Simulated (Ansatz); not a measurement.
Program: Ansatz. Geometries: PBE0-D4/def2-TZVP. ΔE: electronic, gas phase. CBS: MP2 limit from def2 TZ/QZ plus the TZ coupled-cluster correction, frozen cores. This one scheme is used for every species. Functionals use def2-TZVPP. B3LYP here is the variant with VWN-RPA as its local correlation; programs differ in this. For Ge outer-core shells are correlated without core-valence functions, which leaves a few kJ/mol of doubt a bond. Scalar relativity is left out up to krypton. Each species was taken in one conformer, which may not be the lowest.

`C[O][GeH]([SH])[Cl]` + CH₃NH₂ → `C[NH][GeH]([Cl])[O]C` + H₂S  (ligand exchange at a Ge–S bond)

```tsv
level	ΔE (kJ/mol)	difference from CCSD(T)/CBS
PBE-D4	42.1	10.9
r2SCAN-D4	38.2	7.0
PBE0-D4	39.8	8.6
B3LYP-D4	35.3	4.1
ωB97X-V	32.0	0.8
ωB97M-V	33.8	2.6
B2PLYP	34.4	3.2
PBE	44.1	12.9
r2SCAN	39.2	8.0
PBE0	41.6	10.4
B3LYP	38.1	6.9
HF/def2-TZVPP	30.8	-0.4
MP2/def2-TZVPP	30.4	-0.8
SCS-MP2/def2-TZVPP	28.7	-2.5
CCSD/def2-TZVPP	27.4	-3.8
CCSD(T)/def2-TZVPP	28.3	-2.9
HF/def2-QZVPP	30.4	-0.8
MP2/def2-QZVPP	31.9	0.7
SCS-MP2/def2-QZVPP	30.1	-1.1
HF/CBS(def2)	30.3	-0.9
MP2/CBS(def2)	33.2	2.0
CCSD/CBS(def2)	30.3	-0.9
CCSD(T)/CBS	31.2	0
```

Largest T1 diagnostic among the species: 0.011.
